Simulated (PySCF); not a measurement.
I, charge +1, triplet (core potentials on I). Base run: MN15/def2-SVP (PySCF).

The PySCF input:
```python
from pyscf import gto, scf, dft

mol = gto.Mole()
mol.atom = '''
    I     0.00000000    0.00000000    0.00000000
'''
mol.basis = 'def2-svp'
mol.ecp = {'I': 'def2-svp'}
mol.charge = 1
mol.spin = 2
mol.verbose = 4
mol.build()

mf = dft.UKS(mol)
mf.xc = 'mn15'
mf.kernel()
```

The base run was repeated with changes; each row names its change, and settings that it needs were set with it.

```json
[
 {"change": "base", "ΔE vs base (µEh)": "0.0", "grid points": "21960", "electrons on the grid": "24.00000"},
 {"change": "grids.level = 4", "ΔE vs base (µEh)": "0.0", "grid points": "31592", "electrons on the grid": "24.00000"},
 {"change": "grids.atom_grid = (75, 302)", "ΔE vs base (µEh)": "0.2", "grid points": "13112", "electrons on the grid": "24.00000"},
 {"change": "grids.radi_method = gauss_chebyshev", "ΔE vs base (µEh)": "-0.9", "grid points": "20952", "electrons on the grid": "24.00000"},
 {"change": "grids.level = 2", "ΔE vs base (µEh)": "0.0", "grid points": "14048", "electrons on the grid": "24.00000"},
 {"change": "grids.level = 0", "ΔE vs base (µEh)": "-1058", "grid points": "2832", "electrons on the grid": "24.00000"},
 {"change": "grids.prune = off", "ΔE vs base (µEh)": "0.0", "grid points": "41232", "electrons on the grid": "24.00000"},
 {"change": "grids.level = 1", "ΔE vs base (µEh)": "2.6", "grid points": "8032", "electrons on the grid": "24.00000"},
 {"change": "grids.atom_grid = (50, 194)", "ΔE vs base (µEh)": "98.8", "grid points": "6200", "electrons on the grid": "24.00000"},
 {"change": "grids.level = 7", "ΔE vs base (µEh)": "0.0", "grid points": "89928", "electrons on the grid": "24.00000"},
 {"change": "grids.prune = dft.gen_grid.treutler_prune", "ΔE vs base (µEh)": "0.0", "grid points": "22072", "electrons on the grid": "24.00000"}
]
```

Open shells are given as the SCF converged; they aren't shown to be the lowest states, and a large step between rows can be another state.
